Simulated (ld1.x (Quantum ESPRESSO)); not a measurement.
## Reading a pseudo-wave (N (Z = 7))

Columns: radius, all-electron u(r) and pseudo u(r) of the 2p shell (level -7.09 eV) of nitrogen in the configuration [He] 2s2 2p3; PBE, scalar-relativistic, TM scheme, ld1.x (Quantum ESPRESSO) 7.5.

```tsv
r (bohr)	all-electron	pseudo
0.055	0.0255	0.0127
0.110	0.0852	0.0496
0.165	0.1615	0.1079
0.220	0.2435	0.1828
0.275	0.3248	0.2685
0.330	0.4015	0.3583
0.385	0.4715	0.4461
0.440	0.5338	0.5265
0.495	0.5882	0.5957
0.550	0.6350	0.6520
0.605	0.6745	0.6951
0.660	0.7070	0.7266
0.715	0.7327	0.7485
0.770	0.7523	0.7632
0.825	0.7664	0.7726
0.880	0.7754	0.7783
0.935	0.7800	0.7810
0.990	0.7808	0.7809
1.045	0.7782	0.7782
1.100	0.7727	0.7727
1.155	0.7648	0.7648
1.210	0.7549	0.7549
1.265	0.7432	0.7432
1.320	0.7301	0.7301
1.375	0.7159	0.7159
1.430	0.7008	0.7008
```

Question: How many radial nodes do the two functions have?

Answer: The all-electron 2p function has n − l − 1 = 0; the pseudo-wave has 0.

Question: At about which radius was the pseudo-wave matched?

Answer: 1.10 bohr. The columns agree to 0.0005 from 0.99 bohr on; several derivatives are matched, so the curves merge somewhat inside the radius.

Question: Is the pseudo-wave norm-conserving?

Answer: Yes: the TM scheme keeps the norm inside the radius equal to the all-electron one, which fixes the energy derivative of the logarithmic derivative at the level.
